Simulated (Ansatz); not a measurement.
```yaml
crystal:
  periodic: [false, false, false]
  atoms:
    - {symbol: Sr, position_ang: [0.518663, -1.858677, 3.444537]}
    - {symbol: Sr, position_ang: [1.542163, -3.578898, -0.753734]}
    - {symbol: Sr, position_ang: [2.418860, -5.217432, 2.889265]}
    - {symbol: Sr, position_ang: [1.811891, -0.040049, 0.112732]}
    - {symbol: Sr, position_ang: [-1.936611, -1.689884, 0.373395]}
    - {symbol: Te, position_ang: [3.202152, -2.639211, 1.409631]}
    - {symbol: Te, position_ang: [0.427401, -1.261841, -2.055665]}
    - {symbol: Te, position_ang: [-0.612896, 0.798778, 2.049022]}
    - {symbol: Te, position_ang: [1.727971, -4.028363, 5.789866]}
    - {symbol: Te, position_ang: [-0.819478, -4.346659, 1.535199]}
basis:
  gaussian: {orbitals: def2-mTZVPP}
total_charge: 2
hamiltonian: {xc: {name: wB97X}, pseudopotentials: {relativity: none}}
scf: {omitted_lower_state_checks: [starts]}
```

```sh
$ ansatz run in.yaml --threads 4 --pin off --events-out ev --progress --plain --max-ram 6963MiB
```

Shortened log:

```
Functional definition: wB97X
3480 factors; their error is unknown
1010 factors; integrals over basis functions are off by at most 1.0e-5 eV
mean field evaluation 1: about -40643.2318 eV, gradient 5.0e1 eV
mean field evaluation 2: about -40629.3766 eV, gradient 7.4e1 eV
mean field evaluation 4: about -40652.3767 eV, gradient 9.5e0 eV
mean field evaluation 8: about -40653.1230 eV, gradient 6.7e-1 eV
mean field evaluation 16: about -40653.1686 eV, gradient 6.5e-2 eV
mean field evaluation 32: about -40653.4159 eV, gradient 3.5e-2 eV
mean field -40653.41595381 eV, -1493.9854804275 hartree, gradient 1.1e-5 eV, S^2 0.000000; 0 other end points of the search recorded, 0 dependent functions left out
reference -40653.41587697 eV, -1493.9854776036 hartree; 84, 84 occupied and 261, 261 virtual orbitals, 3480 factors
Total energy: -40653.41587697 eV, -1493.9854776036 hartree
Checks for a lower state left out: starts
```

Hardware: 4 threads of Intel Xeon Platinum 8488C on a shared host. Wall time 4.9 min, peak host memory 3.4 GiB.

In the def2 sets Sr, Te take a core potential; there is no spin–orbit coupling.
